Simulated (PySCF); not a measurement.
C2H7ClSi, SMILES C[SiH](C)Cl.

The structure is a stationary point at B3LYP-D3(BJ)/def2-SVP.

The numbers are results of SMD-B3LYP/def2-SVP run with PySCF, not measurements.

Solvation free energies are E(SMD) − E(gas) at the gas-phase geometry, for 1 M in both phases. In vacuum the dipole moment is 2.06 D.

Computed solvation free energies in water, toluene, acetonitrile:
```json
[
 {"solvent": "water", "ΔG(solv) (kcal/mol)": "1.2", "its non-electrostatic (CDS) part": "3.7", "dipole (D)": "2.65"},
 {"solvent": "toluene", "ΔG(solv) (kcal/mol)": "-2.5", "its non-electrostatic (CDS) part": "-1.3", "dipole (D)": "2.34"},
 {"solvent": "acetonitrile", "ΔG(solv) (kcal/mol)": "-2.7", "its non-electrostatic (CDS) part": "-0.3", "dipole (D)": "2.64"}
]
```
